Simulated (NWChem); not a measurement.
## Atomisation of C$_{2}$H$_{4}$FNOSi

```xyz
10

N      1.8239     0.1421    -0.6521
Si     0.3162    -0.1538     0.0632
F      0.6476    -0.7783     1.5203
C     -1.1411    -0.7065    -0.9034
C     -1.6805     0.4683    -0.4998
O     -0.8053     1.1732     0.2955
H      1.9158     0.4390    -1.6174
H      2.6600     0.3137    -0.1038
H     -1.5696    -1.4778    -1.5376
H     -2.6565     0.9323    -0.6886
```
Charge 0, spin multiplicity 1.

Program: NWChem. All single points use one geometry, from B3LYP/def2-SVP, a minimum by its harmonic frequencies. It is one conformer; others weren't searched.

Basis set: def2-SVP. The atomisation energy is electronic alone: no zero-point, thermal, spin-orbit or counterpoise terms. No value is extrapolated to the basis-set limit. Free atoms are single determinants with multiplicities N 4, Si 3, F 2, C 3, O 3, H 2. Correlated methods freeze the same cores in atoms and molecule, 10 orbitals in all.

B3LYP has NWChem's definition, with VWN1-RPA local correlation. The structure started from a generated list of species. No SCF solution was tested for a lower state. Open-shell Hartree-Fock references start from PBE0 orbitals.

**Question.** For the atomisation energy, HF gives 704.4 kcal/mol and BHandHLYP gives 962.9 kcal/mol. What do MP2, PBE0, BLYP give?

**Answer.** MP2: 972.8 kcal/mol; PBE0: 1012.3 kcal/mol; BLYP: 1008.2 kcal/mol.
